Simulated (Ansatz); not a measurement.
Several settings on one geometry of FePt2 (the lowest singlet isomer of a short search) (that of the charge 0 singlet, PBE0-D4/def2-TZVP). Ansatz on 4 threads of Arm Neoverse V1 on a shared host; times are rough.

```csv
atom,x (Å),y (Å),z (Å)
Fe1,-0.114,1.020,-0.794
Pt2,1.033,-0.922,-0.272
Pt3,-0.918,-0.098,1.066
```

Totals from different functionals, basis sets or treatments of relativity can't be compared as stabilities.

In the def2 sets Pt takes a core potential; there is no spin–orbit coupling. B3LYP takes the VWN-RPA correlation.

Scalar relativity in a set contracted without it gives distorted totals.

At PBE0-D4/def2-TZVP a quintet lies 3.02 eV below the restricted singlet of charge 0, at its own geometry.

The spins typed aren't always the lowest for that charge.

Q: Give the basis size and estimate the energy, ⟨S²⟩ and time of these runs.

```
run                   method  charge    state                                                                                                                                   further keys
  1     UKS B3LYP5/def2-TZVP      -1  doublet                                                                                      scf: {omitted_lower_state_checks: [starts]}; forces asked
  2  RKS ωB97X-V/def2-mTZVPP       0  singlet                                                                                      scf: {omitted_lower_state_checks: [starts]}; forces asked
  3   UKS B3LYP-D4/def2-SVPD       1  doublet  point_charges: [{charge: 1.00, position_ang: [4.343, 0.185, -0.562]}]; pseudopotentials: {relativity: scalar}; scf: {lower_state_search: off}
```

A: 
```csv
run,functions,energy (Eh),⟨S²⟩,wall time
1,125,-1502.3097,3.76,33 s
2,105,-1502.0175,–,28 s
3,104,-1509.2713,2.55,41 s
```

The highest occupied level of an anion often lies above zero with these methods, and sets without diffuse functions describe the outer electron poorly. At UKS B3LYP5/def2-TZVP the charge -1 doublet is spin-contaminated (final ⟨S²⟩ up to 3.76, 0.75 for a pure state). At UKS B3LYP-D4/def2-SVPD the charge 1 doublet is spin-contaminated (final ⟨S²⟩ up to 2.55, 0.75 for a pure state). The restricted singlet is unstable towards broken spin symmetry at other levels; at RKS ωB97X-V/def2-mTZVPP this wasn't settled.
